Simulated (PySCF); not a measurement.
PySCF 2.14 output of an unrestricted LDA calculation on a single atom or ion in def2-QZVPPD with the def2 core potential (46 electrons) (7s5p3d2f1g, 60 functions), with a scalar-relativistic core potential:

```
SCF conv_tol = 1e-09
number electrons alpha = 6  beta = 4
    P. A. M. Dirac.,  Math. Proc. Cambridge Philos. Soc. 26, 376 (1930)
    F. Bloch.,  Z. Phys. 57, 545 (1929)
    S. H. Vosko, L. Wilk, and M. Nusair.,  Can. J. Phys. 58, 1200 (1980)
cycle= 1 E= -25.3142954572023  delta_E= -0.00403  |g|= 0.0114  |ddm|= 0.658
cycle= 2 E= -25.31442212348  delta_E= -0.000127  |g|= 0.00509  |ddm|= 0.0942
cycle= 3 E= -25.3144458720077  delta_E= -2.37e-05  |g|= 0.000106  |ddm|= 0.0289
cycle= 4 E= -25.3144459078197  delta_E= -3.58e-08  |g|= 1.52e-05  |ddm|= 0.00307
cycle= 5 E= -25.3144459084748  delta_E= -6.55e-10  |g|= 1.05e-06  |ddm|= 0.00039
converged SCF energy = -25.3144459084748  <S^2> = 2.0001785  2S+1 = 3.000119
```

The run itself started from symmetry-adapted Hartree-Fock orbitals and held the occupation by maximum overlap, on a logarithmic radial grid, so the iterations belong to that start.

Q: Which element, charge and spin multiplicity is this?

A: Ba (barium, neutral), multiplicity 3; the state was [Xe] 6s1 6p1, high-spin 3P determinant (an excited configuration).

Energies and moments cover only the electrons outside the core potential. Spin-orbit coupling, absent here, splits the open shell strongly.
